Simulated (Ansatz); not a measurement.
The pair A = SiH4 (SMILES [SiH4]) (first 5 atoms), B = CH4O (SMILES CO); geometry from B3LYP-D3(BJ)/def2-TZVP.
(charge 0, multiplicity 1):
```xyz
11

Si    -0.17894    -0.14022     0.27365
H     -1.13386    -0.88964     1.11926
H     -0.32352     1.31513     0.49874
H     -0.51249    -0.41717    -1.14718
H      1.20733    -0.58065     0.52666
C     -0.25468    -0.41680     4.06923
O      0.42934     0.47987     3.20191
H     -0.13984    -0.13341     5.12028
H      0.19475    -1.39755     3.92331
H     -1.32065    -0.48560     3.82980
H      0.05010     1.35907     3.29937
```

Frozen-core correlation. MP2 and its Hartree–Fock in aug-cc-pV(T+d)Z are density fitted.

Programs: Ansatz (a first-principles code) with Gaussian orbitals. 

The counterpoise-corrected interaction energy is E(AB) − E(A in the pair's basis) − E(B in the pair's basis). Total energies (hartree):

| level | AB | A in the pair's basis | B in the pair's basis |
|---|---|---|---|
| HF/aug-cc-pV(D+d)Z | -406.3119770 | -291.2503896 | -115.0617723 |
| MP2/aug-cc-pV(D+d)Z | -406.7978615 | -291.3723544 | -115.4225307 |
| HF/aug-cc-pV(T+d)Z | -406.3554863 | -291.2636906 | -115.0920278 |
| MP2/aug-cc-pV(T+d)Z | -406.9421863 | -291.4094685 | -115.5292226 |
| CCSD(T)/aug-cc-pV(D+d)Z | -406.8665074 | -291.4071800 | -115.4563506 |

### Question
Work out the counterpoise-corrected interaction energy at the basis-set limit: extrapolate the MP2 correlation part as X⁻³, take Hartree–Fock from the larger set, and add the CCSD(T) − MP2 difference of aug-cc-pV(D+d)Z.

### Answer

1. Differences (1 hartree = 627.509 kcal/mol): HF/aug-cc-pV(D+d)Z 0.116; MP2/aug-cc-pV(D+d)Z -1.868; HF/aug-cc-pV(T+d)Z 0.146; MP2/aug-cc-pV(T+d)Z -2.193; CCSD(T)/aug-cc-pV(D+d)Z -1.868.
2. Correlation parts, MP2 less HF: -1.984 in aug-cc-pV(D+d)Z (X = 2), -2.339 in aug-cc-pV(T+d)Z (X = 3).
3. Limit (3³·(-2.339) − 2³·(-1.984))/(3³ − 2³) = -2.488; with HF/aug-cc-pV(T+d)Z it gives -2.343.
4. CCSD(T) less MP2 in aug-cc-pV(D+d)Z: 0.000.
Result: -2.34 kcal/mol, against -1.87 at MP2/aug-cc-pV(D+d)Z. It is an estimate of this method's limit, not of the exact value.
